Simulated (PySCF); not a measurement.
**C₆ coefficients of unlike pairs at UHF**

Calculated with PySCF 2.14 from the dipole response of each species, C₆(A,B) = (3/π) ∫ α_A(iu) α_B(iu) du, in atomic units, from isotropic polarisabilities. For ions this is the dispersion term alone; charge-induced terms of lower order in 1/R come first.

```
species           configuration                                                                            basis     relativity  α (bohr³)  C₆ (like pair)
   Ar³⁺       [Ne] 3s2 3p3 (4S)                                                         aug-cc-pwCVTZ (8s7p5d3f)           none      3.711           10.07
   Sb²⁺  [Kr] 4d10 5s2 5p1 (2P)                                                     aug-cc-pVQZ-DK3 (9s8p6d3f2g)  spin-free X2C      16.91           105.4
    N²⁺       [He] 2s2 2p1 (2P)  aug-cc-pCVTZ-DK with one added diffuse shell each of s, p, d, f type (8s7p5d3f)  spin-free X2C      2.699           3.821
     Ni       [Ar] 3d8 4s2 (3F)                                                      aug-cc-pwCVTZ (10s9p7d4f3g)           none      65.30           575.2
```

(1) Estimate C₆ for N²⁺ with Ar³⁺.

No spin-orbit coupling is included.

The other pairs:

```csv
pair,C₆
"N²⁺, Sb²⁺",19.79
"Ni, Sb²⁺",222.7
"Ni, Ar³⁺",58.60
"Sb²⁺, Ar³⁺",31.23
"Ni, N²⁺",39.13
```

Answers

(1) The integral gives 6.156. The combination rule 2 C_A C_B / (C_A α_B/α_A + C_B α_A/α_B) gives 6.120 and the geometric mean 6.205.
